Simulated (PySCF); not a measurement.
Si(F)2(OH)(OMe) (CH₄F₂O₂Si), SMILES CO[Si](O)(F)F.

Geometry: PBE0-D3(BJ)/def2-SVP. The structure was generated by enumeration, and PubChem lists no compound with its InChIKey, so it may never have been made. The values are those of a single conformer.

Two levels are set side by side: TDA-PBE/def2-SVPD (PySCF) and TDA-M06-2X/def2-SVPD (PySCF). Vertical, same geometry. The lowest singlet is HOMO→LUMO 100 % with PBE and HOMO→LUMO 78 % with the other functional; states are paired by order. Differences are taken from unrounded values.

| quantity | TDA-PBE |
|---|---|
| lowest singlet excitation (eV) | 6.53 |
| lowest triplet excitation (TDA) (eV) | 6.42 |

Question: These are the TDA-PBE values. What does TDA-M06-2X give? (Estimate from the structure and the level; the computed values follow.)

Answer: 
```
quantity                              TDA-M06-2X  TDA-PBE minus TDA-M06-2X
------------------------------------  ----------  ------------------------
lowest singlet excitation (eV)              8.31                     -1.78
lowest triplet excitation (TDA) (eV)        8.09                     -1.67
```

A lower first singlet is the usual sign of a functional without exact exchange. Differences between two approximate levels are no errors against the true value.

Rough cost on one machine, each run with all the roots and properties that it gave: TDA-M06-2X against TDA-PBE about 8 times.
